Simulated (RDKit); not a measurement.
Input for RDKit: UFF on Ge2H8 (a complex), monomers drawn apart or pushed together.

```python
from rdkit import Chem
from rdkit.Chem import AllChem, rdDetermineBonds

blocks = [
'''5

Ge    0.10619029    0.02771487    0.00369920
H    -0.24516692    1.45435130    0.44958240
H    -1.00348359   -0.93383224    0.45258827
H     1.43439169   -0.39354651    0.64888922
H     0.23962156   -0.01694436   -1.52573326
''',
'''5

Ge   -0.27621251   -0.07210828    7.37036532
H     0.13293533   -1.47550069    6.90085607
H    -1.61799901    0.30766455    6.72753875
H     0.79591025    0.94045900    6.94268044
H    -0.41618344   -0.05999159    8.89982131
''',
]
mol = None
for b in blocks:
    f = Chem.MolFromXYZBlock(b)
    rdDetermineBonds.DetermineBonds(f, charge=0)
    mol = f if mol is None else Chem.CombineMols(mol, f)
Chem.SanitizeMol(mol)
print(Chem.MolToSmiles(Chem.RemoveHs(mol)))
ff = AllChem.UFFGetMoleculeForceField(mol, vdwThresh=100.0, ignoreInterfragInteractions=False)
e = ff.CalcEnergy()
print(f'UFF energy {e:.6f} kcal/mol')
```

Program output:

```
[GeH4].[GeH4]
UFF energy 0.240725 kcal/mol
```

The run finished.

Cost: roughly 0.03 core-seconds.
